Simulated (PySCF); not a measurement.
## Basis-set dependence of population analyses: `[NH3+][BH2-]B(F)F`

Compound: B₂F₂H₅N.
Numbering: `[NH3+:1][BH2-:2][B:3]([F:4])[F:5]` (hydrogens: H6, H7, H8 on N1; H9, H10 on B2)

PBE0 throughout (PySCF), one geometry, spherical d and f functions. Geometry: PBE0-D3(BJ)/def2-SVP, one conformer, isolated molecule. Atoms taken as equivalent share a column and are averaged.

Mulliken charges (e):

```
        basis  functions      N1      B2      B3   F4/F5  H6/H7/H8  H9/H10
       STO-3G         30  -0.407  -0.070  +0.209  -0.157    +0.263  -0.104
        6-31G         55  -0.864  -0.161  +0.627  -0.334    +0.381  -0.039
     pcSseg-0         55  -0.810  -0.459  +0.731  -0.341    +0.370  +0.056
       6-31G*         80  -0.859  -0.278  +0.593  -0.292    +0.397  -0.032
      cc-pVDZ         95  +0.075  -0.474  +0.315  -0.136    +0.142  -0.035
     def2-SVP         95  -0.018  -0.427  +0.296  -0.146    +0.166  -0.029
  aug-cc-pVDZ        160  -0.031  -1.316  +0.786  -0.472    +0.113  +0.583
6-311+G(2d,p)        165  -0.652  -0.084  +0.437  -0.328    +0.326  -0.012
    def2-TZVP        185  -0.404  -0.503  +0.576  -0.267    +0.290  -0.002
      cc-pVTZ        220  -0.005  -0.565  +0.466  -0.220    +0.170  +0.017
     IGLO-III        225  -0.510  -0.266  +0.712  -0.382    +0.306  -0.044
```

IAO charges (e):

| basis | functions | N1 | B2 | B3 | F4/F5 | H6/H7/H8 | H9/H10 |
| --- | --- | --- | --- | --- | --- | --- | --- |
| STO-3G | 30 | -0.358 | -0.339 | +0.320 | -0.188 | +0.270 | -0.029 |
| 6-31G | 55 | -0.429 | -0.427 | +0.576 | -0.322 | +0.304 | +0.006 |
| pcSseg-0 | 55 | -0.399 | -0.449 | +0.557 | -0.308 | +0.297 | +0.008 |
| 6-31G* | 80 | -0.412 | -0.427 | +0.615 | -0.331 | +0.297 | -0.002 |
| cc-pVDZ | 95 | -0.404 | -0.449 | +0.607 | -0.327 | +0.297 | +0.005 |
| def2-SVP | 95 | -0.394 | -0.446 | +0.605 | -0.326 | +0.295 | +0.002 |
| aug-cc-pVDZ | 160 | -0.421 | -0.449 | +0.620 | -0.337 | +0.303 | +0.007 |
| 6-311+G(2d,p) | 165 | -0.426 | -0.449 | +0.626 | -0.339 | +0.304 | +0.007 |
| def2-TZVP | 185 | -0.426 | -0.450 | +0.633 | -0.341 | +0.304 | +0.006 |
| cc-pVTZ | 220 | -0.426 | -0.452 | +0.631 | -0.339 | +0.304 | +0.006 |
| IGLO-III | 225 | -0.428 | -0.450 | +0.631 | -0.341 | +0.305 | +0.007 |

Hirshfeld charges (e):

```
        basis  functions      N1      B2      B3   F4/F5  H6/H7/H8  H9/H10
       STO-3G         30  +0.024  -0.124  +0.099  -0.101    +0.149  -0.122
        6-31G         55  -0.043  -0.123  +0.185  -0.165    +0.166  -0.094
     pcSseg-0         55  -0.040  -0.127  +0.184  -0.160    +0.166  -0.098
       6-31G*         80  -0.046  -0.125  +0.186  -0.159    +0.165  -0.097
      cc-pVDZ         95  -0.063  -0.125  +0.173  -0.151    +0.169  -0.096
     def2-SVP         95  -0.064  -0.131  +0.185  -0.156    +0.171  -0.095
  aug-cc-pVDZ        160  -0.094  -0.113  +0.208  -0.166    +0.169  -0.088
6-311+G(2d,p)        165  -0.087  -0.109  +0.216  -0.173    +0.169  -0.090
    def2-TZVP        185  -0.087  -0.114  +0.210  -0.168    +0.170  -0.091
      cc-pVTZ        220  -0.087  -0.116  +0.205  -0.165    +0.171  -0.092
     IGLO-III        225  -0.095  -0.114  +0.215  -0.169    +0.170  -0.089
```

Some averages cover members that differ in this geometry, most widely: H6/H7/H8, Mulliken in aug-cc-pVDZ +0.071 to +0.135; F4/F5, Mulliken in cc-pVDZ -0.163 to -0.109; F4/F5, Mulliken in def2-SVP -0.173 to -0.119; F4/F5, Mulliken in IGLO-III -0.407 to -0.357 e.

Task: Which scheme is steadiest as the basis changes?

Result: Largest range over the bases for any column: Hirshfeld 0.12 e, IAO 0.31 e, Mulliken 1.25 e. Hirshfeld charges move least and Mulliken charges most, counted in e. Without the minimal STO-3G basis the ranges are Hirshfeld 0.06, IAO 0.08, Mulliken 1.23 e.

Task: How much do the charges still move between the two largest bases, cc-pVTZ and IGLO-III?

Result: At most, over all atoms: Mulliken 0.505 e, IAO 0.002 e, Hirshfeld 0.010 e.

Task: What do the same runs give for the total energy, the frontier levels and the dipole moment?

Result: 
```json
{"basis": "STO-3G", "energy (Eh)": "-302.7304", "HOMO (eV)": "-3.50", "LUMO (eV)": "5.57", "μ (D)": "5.98"}
{"basis": "6-31G", "energy (Eh)": "-306.8709", "HOMO (eV)": "-7.38", "LUMO (eV)": "0.80", "μ (D)": "6.48"}
{"basis": "pcSseg-0", "energy (Eh)": "-306.2628", "HOMO (eV)": "-7.62", "LUMO (eV)": "0.45", "μ (D)": "6.40"}
{"basis": "6-31G*", "energy (Eh)": "-306.9338", "HOMO (eV)": "-7.16", "LUMO (eV)": "0.99", "μ (D)": "6.03"}
{"basis": "cc-pVDZ", "energy (Eh)": "-306.9604", "HOMO (eV)": "-7.38", "LUMO (eV)": "0.41", "μ (D)": "6.07"}
{"basis": "def2-SVP", "energy (Eh)": "-306.7178", "HOMO (eV)": "-7.40", "LUMO (eV)": "0.39", "μ (D)": "6.13"}
{"basis": "aug-cc-pVDZ", "energy (Eh)": "-306.9836", "HOMO (eV)": "-7.62", "LUMO (eV)": "-0.94", "μ (D)": "5.94"}
{"basis": "6-311+G(2d,p)", "energy (Eh)": "-307.0528", "HOMO (eV)": "-7.66", "LUMO (eV)": "-0.79", "μ (D)": "6.02"}
{"basis": "def2-TZVP", "energy (Eh)": "-307.0812", "HOMO (eV)": "-7.59", "LUMO (eV)": "-0.23", "μ (D)": "6.01"}
{"basis": "cc-pVTZ", "energy (Eh)": "-307.0691", "HOMO (eV)": "-7.57", "LUMO (eV)": "-0.11", "μ (D)": "5.97"}
{"basis": "IGLO-III", "energy (Eh)": "-307.0902", "HOMO (eV)": "-7.63", "LUMO (eV)": "-0.50", "μ (D)": "5.98"}
```

The dipole is fixed by the density alone, so its range of 0.54 D shows that the density itself changes with the basis, not only its division among atoms.
